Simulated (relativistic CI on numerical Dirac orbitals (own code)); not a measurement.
Nb2+ (4d3) in a crystal field

Calculated by Dirac-Coulomb-Breit CI, KLI orbitals optimised for each configuration, model QED, valence Slater integrals scaled by 0.85, one configuration in a parametric crystal field (own radial code).

Field parameters in Wybourne normalisation: Td as Oh with Dq negative (B⁴₀ = 21Dq, B⁴₄ = √(5/14) B⁴₀). The field is a parameter set, without covalency.

S is read from ⟨S²⟩ = S(S + 1).

Levels (cm⁻¹, degeneracy): 0 (4), 2160 (2), 2296 (4), 2687 (4), 2995 (2), 12227 (2), 12467 (4), 12677 (2), 12862 (4), 15035 (2), 15268 (4), 15279 (2).

Which field gives this pattern?
A. Td, 10Dq = -7100 cm⁻¹
B. Td, 10Dq = -13800 cm⁻¹
C. Td, 10Dq = -17200 cm⁻¹
D. Td, 10Dq = -3800 cm⁻¹

B. Td, 10Dq = -13800 cm⁻¹, ground level with S = 0.61.
